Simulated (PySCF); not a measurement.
## A thermochemical cycle for SbH

PBE in PySCF with def2-SVPD on every atom (core potentials on Sb), for the lowest determinant that a PBE0 search found; no spin–orbit coupling. SbH, a triplet (π ↑↑), has De = 2.61 eV to neutral atoms, and SbH⁺, a doublet (π ↑), has De = 2.75 eV to Sb⁺ + H.

The adiabatic ionisation energy of SbH, between the minima, is 8.83 eV.

**Question.** Which ionisation energy of the Sb atom does this level give?

**Answer.** IE(Sb) = IE(molecule) + De(ion) − De(neutral) = 8.83 + 2.75 − 2.61 = 8.97 eV; the measured value is 8.608 eV (NIST ASD).

These are scalar-relativistic numbers at best; spin–orbit coupling would shift them, the dissociation energy most. For an ion De counts to the pair picked by the measured ionisation energies or electron affinities, which need not be the lowest pair at this level. States were picked by a PBE0 search and need not be the measured ground states.
